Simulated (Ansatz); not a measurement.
## Ansatz input wanted

Ge2F4: 6 atoms, total charge 0, spin state singlet. As SMILES, `[F][Ge][F].[F][Ge][F]`. Geometry: a GFN2-xTB relaxation, a rough one for these elements and not checked as a minimum.

```
atom    x (Å)    y (Å)    z (Å)
   F  -0.6511  -2.2125  -1.5249
  Ge  -0.2441  -1.8630   0.1949
   F   1.2015  -0.6712  -0.3055
   F  -0.6120   0.4045   1.2169
  Ge   0.7591   1.6300   0.5990
   F  -0.4533   2.7122  -0.1804
```

Settings wanted:

```json
{"basis set": "def2-SVP", "core potential": "none", "integral approximation": "automatic", "task": "energy", "method": "DFT", "functional": "PBE", "dispersion": "D4", "reference": "RKS", "accuracy": "medium"}
```

Write the Ansatz 0.2.0 input and the command.

One that was run (others would do as well):

job.yaml:
```yaml
crystal:
  periodic: [false, false, false]
  atoms:
    - {symbol: F, position_ang: [-0.651100, -2.212460, -1.524880]}
    - {symbol: Ge, position_ang: [-0.244080, -1.863010, 0.194880]}
    - {symbol: F, position_ang: [1.201460, -0.671200, -0.305460]}
    - {symbol: F, position_ang: [-0.612030, 0.404470, 1.216880]}
    - {symbol: Ge, position_ang: [0.759080, 1.629990, 0.599010]}
    - {symbol: F, position_ang: [-0.453330, 2.712200, -0.180430]}
basis:
  gaussian: {orbitals: def2-SVP}
hamiltonian: {xc: pbe, dispersion: d4}
```

```bash
$ ansatz run job.yaml --threads 1 --pin off --max-ram 2610MiB --events-out events.jsonl --progress --plain --runs-dir runs
```

Calculated total energy: -4551.71151 Eh.
